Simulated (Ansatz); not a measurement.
The cluster Sc3N3. Total charge 0; singlet. Geometry PBE-D4/def2-SVP.

```xyz
6

Sc    0.0765    1.4140    0.0117
Sc   -0.3933    0.6568    2.8489
Sc   -0.3517   -1.3240   -0.4774
N     0.6747   -0.8544   -2.0790
N    -0.4146   -0.1578    1.2076
N     0.4084    0.2654   -1.5118
```

B3LYP takes the VWN-RPA correlation. The restricted singlet is unstable towards broken spin symmetry in Hartree–Fock (as tested in another run); at HF/STO-3G this wasn't settled. The restricted singlet is unstable towards broken spin symmetry at other levels; at LDA (SPW92)/def2-TZVP, PBE-D4/def2-TZVP, B3LYP-D4/def2-TZVP, PBE0-D4/def2-TZVP this wasn't settled. Another isomer (singlet) lies 2.03 eV lower at PBE0-D4/def2-TZVP; other spin states weren't run for this one.

(1) Estimate the orbital energies around the gap (eV) in Ansatz with HF/STO-3G, LDA (SPW92)/def2-TZVP, PBE-D4/def2-TZVP, B3LYP-D4/def2-TZVP, PBE0-D4/def2-TZVP.

Results:

(1) 
```json
{"orbital": "HOMO−5", "HF/STO-3G": "-9.15", "LDA (SPW92)/def2-TZVP": "-6.56", "PBE-D4/def2-TZVP": "-6.36", "B3LYP-D4/def2-TZVP": "-7.41", "PBE0-D4/def2-TZVP": "-7.68"}
{"orbital": "HOMO−4", "HF/STO-3G": "-8.35", "LDA (SPW92)/def2-TZVP": "-6.50", "PBE-D4/def2-TZVP": "-6.28", "B3LYP-D4/def2-TZVP": "-7.26", "PBE0-D4/def2-TZVP": "-7.53"}
{"orbital": "HOMO−3", "HF/STO-3G": "-7.37", "LDA (SPW92)/def2-TZVP": "-6.33", "PBE-D4/def2-TZVP": "-6.11", "B3LYP-D4/def2-TZVP": "-6.98", "PBE0-D4/def2-TZVP": "-7.23"}
{"orbital": "HOMO−2", "HF/STO-3G": "-5.69", "LDA (SPW92)/def2-TZVP": "-3.76", "PBE-D4/def2-TZVP": "-3.60", "B3LYP-D4/def2-TZVP": "-4.28", "PBE0-D4/def2-TZVP": "-4.40"}
{"orbital": "HOMO−1", "HF/STO-3G": "-4.28", "LDA (SPW92)/def2-TZVP": "-3.68", "PBE-D4/def2-TZVP": "-3.49", "B3LYP-D4/def2-TZVP": "-4.16", "PBE0-D4/def2-TZVP": "-4.25"}
{"orbital": "HOMO", "HF/STO-3G": "-1.68", "LDA (SPW92)/def2-TZVP": "-3.07", "PBE-D4/def2-TZVP": "-2.88", "B3LYP-D4/def2-TZVP": "-3.34", "PBE0-D4/def2-TZVP": "-3.37"}
{"orbital": "LUMO", "HF/STO-3G": "2.23", "LDA (SPW92)/def2-TZVP": "-2.64", "PBE-D4/def2-TZVP": "-2.42", "B3LYP-D4/def2-TZVP": "-1.97", "PBE0-D4/def2-TZVP": "-1.78"}
{"orbital": "LUMO+1", "HF/STO-3G": "4.29", "LDA (SPW92)/def2-TZVP": "-2.51", "PBE-D4/def2-TZVP": "-2.30", "B3LYP-D4/def2-TZVP": "-1.91", "PBE0-D4/def2-TZVP": "-1.63"}
{"orbital": "LUMO+2", "HF/STO-3G": "5.00", "LDA (SPW92)/def2-TZVP": "-2.46", "PBE-D4/def2-TZVP": "-2.26", "B3LYP-D4/def2-TZVP": "-1.59", "PBE0-D4/def2-TZVP": "-1.31"}
{"orbital": "LUMO+3", "HF/STO-3G": "5.30", "LDA (SPW92)/def2-TZVP": "-2.35", "PBE-D4/def2-TZVP": "-2.18", "B3LYP-D4/def2-TZVP": "-1.55", "PBE0-D4/def2-TZVP": "-1.27"}
{"orbital": "LUMO+4", "HF/STO-3G": "5.47", "LDA (SPW92)/def2-TZVP": "-1.90", "PBE-D4/def2-TZVP": "-1.69", "B3LYP-D4/def2-TZVP": "-1.17", "PBE0-D4/def2-TZVP": "-0.94"}
{"orbital": "LUMO+5", "HF/STO-3G": "6.36", "LDA (SPW92)/def2-TZVP": "-1.85", "PBE-D4/def2-TZVP": "-1.63", "B3LYP-D4/def2-TZVP": "-1.05", "PBE0-D4/def2-TZVP": "-0.82"}
```
